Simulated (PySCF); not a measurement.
Gas-phase reaction: 2 Ga(CH3)3 = Ga2H6 + 2 C3H6 (cyclic)

Energies from PySCF, thermal terms from the rigid-rotor harmonic-oscillator model, ideal gas at 1 bar. † marks an energy on the PBE0/def2-TZVP geometry and frequencies; other levels use their own. MP2 freezes the core. All species are closed-shell singlets. B3LYP is the form with VWN-RPA correlation. Ga: all electrons, no relativistic terms. Ga2H6: computed as isolated molecules; such fragments, hydroxides, amides, oligomers or adducts are transient or little studied in the gas. MP2 isn't extrapolated to the basis-set limit.

```csv
level,"ΔH°(298 K), kJ"
B3LYP/def2-TZVP†,[?]
BLYP/def2-TZVP†,304
HF/def2-TZVP†,283
M06-2X/def2-TZVP†,306
MP2/def2-TZVPP†,333
PBE/def2-SVP,[?]
PBE/def2-TZVP†,288
PBE0/def2-QZVP†,290
PBE0/def2-SVP†,[?]
PBE0/def2-TZVP,[?]
ωB97X-V/def2-TZVP†,291
```

Some entries are withheld; supply them.


- B3LYP/def2-TZVP†, ΔH°(298 K), kJ: 302
- PBE/def2-SVP, ΔH°(298 K), kJ: 257
- PBE0/def2-SVP†, ΔH°(298 K), kJ: 264
- PBE0/def2-TZVP, ΔH°(298 K), kJ: 288
